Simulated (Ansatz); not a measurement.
InOH₅⁺, that is In(H2O)H3 with one electron fewer. Total charge 1; doublet. Geometry PBE-D4/def2-TZVP; atoms count from 1.

```
atom    x (Å)    y (Å)    z (Å)
 In1   0.8966  -0.0500  -0.6499
  O2  -1.1409  -0.4121   0.3703
  H3  -1.3130  -1.0314   1.1038
  H4  -1.9994  -0.0507   0.0814
  H5   1.4426   1.7138   0.6767
  H6   0.3281   0.9569  -1.8768
  H7   1.7860  -1.1265   0.2946
```

In the def2 sets In takes a core potential; there is no spin–orbit coupling.

Question: Estimate the Mulliken populations from the PBE0/def2-TZVP orbitals of Ansatz.

Answer: 
```
atom  charge (e)  spin (α − β)
 In1        0.53          0.14
  O2       -0.64          0.00
  H3        0.40          0.00
  H4        0.40          0.00
  H5        0.16          0.81
  H6        0.07          0.03
  H7        0.07          0.03
```
Mulliken values depend strongly on the basis.

Question: Where does the spin sit?

Answer: Summed by element: In 0.14, O 0.00, H 0.86, of 1 unpaired in all. Largest on single atoms: H5 0.81, In1 0.14, H7 0.03.
